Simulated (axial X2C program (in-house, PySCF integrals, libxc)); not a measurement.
**Potential curves of LiSb, 2c**

Computed with an axial X2C code built on PySCF integrals. Two-component (2c) means X2C with spin–orbit coupling and atomic mean-field two-electron Coulomb and Gaunt terms. Basis: Sb dyall-cv3z [11s12p8d4f1g], Li dyall-cv3z [7s8p2d] (cores contracted in-house); Gaussian nuclei, density fitting, unrestricted open shells. Masses: Sb 120.904 u, Li 7.016 u.

State: Ω = 1 (⟨Sz⟩ = 0.96, ⟨Lz⟩ = 0.04 at HF). Energies in eV from the fragments at the same level (Sb + Li). Fits are polynomials in 1 − R0/R over 0.85 to 1.23 times the lowest point R0.

```
 R (Å)     CCSD     BLYP       HF     PBE0
2.2716           -1.2954  -0.2481  -1.2200
2.3760  -1.1972  -1.4768  -0.4547  -1.4003
2.4543  -1.2910  -1.5591  -0.5504  -1.4797
2.5327  -1.3456  -1.6050  -0.6061  -1.5215
2.6110  -1.3686  -1.6228  -0.6296  -1.5338
2.7024  -1.3643  -1.6148  -0.6251  -1.5184
2.7938  -1.3339  -1.5838  -0.5943  -1.4789
2.9113  -1.2667  -1.5195  -0.5273  -1.4024
3.0549           -1.4163  -0.4222  -1.2832
3.2638           -1.2416           -1.0855
```

Correlated methods: 6 electrons correlated (number of frozen shells: Sb 4 s, 3 p, 2 d; Li 1 s), 232 virtual spin orbitals or spinors in MP2, 70 natural virtuals in coupled cluster.

Occupations by symmetry block were frozen at the best pattern of an incomplete PBE0 search. Dissociation energies refer to the lowest single-determinant-based atoms at the same level and basis. Density functionals use the spin component along the axis (collinear). CCSD ran in a truncated set of natural virtual spinors with an MP2 remainder; without triples it tends to underbind. PBE0 can misorder states that lie within some tenths of an eV, so this need not be the ground state of the molecule. The nearest other 2c determinant of the search, Ω = 0, lies 0.46 eV up at the distance of the search. With several unpaired electrons one determinant need not be a pure state. Open-shell Ω = 0 determinants with evenly filled partner blocks cannot be reached by this program, so the Ω shown need not be the lowest component. This is the Ω = 1 component of a π² triplet; the 0⁺ component is not one determinant and can lie lowest. The determinant is spin-polarised beyond a pure state at some levels (its spin-free form has ⟨S²⟩ too high), which makes Re and μ there less reliable. The stretched end of a curve changes character and is left out. With the outer-core shells frozen, correlated bond lengths of heavy atoms tend to come out a few hundredths of an ångström too long. Coupled cluster ran on the points near the minimum only. MP2 and coupled cluster on one determinant become unreliable at the stretched end.

Question: What are Re, ωe and De at the CCSD level?

Answer: At CCSD, 2c: Re = 2.643 Å, ωe ≈ 389 cm⁻¹, De = 1.37 eV to Sb + Li; Be follows as 0.364 cm⁻¹.

Question: What are Re, ωe and De at the BLYP level?

Answer: At BLYP, 2c: Re = 2.630 Å, ωe ≈ 377 cm⁻¹, De = 1.62 eV to Sb + Li; Be follows as 0.368 cm⁻¹.

Question: Fit the HF curve near its minimum: give the equilibrium distance, the harmonic wavenumber and the well depth.

Answer: At HF, 2c: Re = 2.642 Å, ωe ≈ 394 cm⁻¹, De = 0.63 eV to Sb + Li; Be follows as 0.364 cm⁻¹.

Question: Fit the PBE0 curve near its minimum: give the equilibrium distance, the harmonic wavenumber and the well depth.

Answer: At PBE0, 2c: Re = 2.609 Å, ωe ≈ 398 cm⁻¹, De = 1.53 eV to Sb + Li; Be follows as 0.373 cm⁻¹.
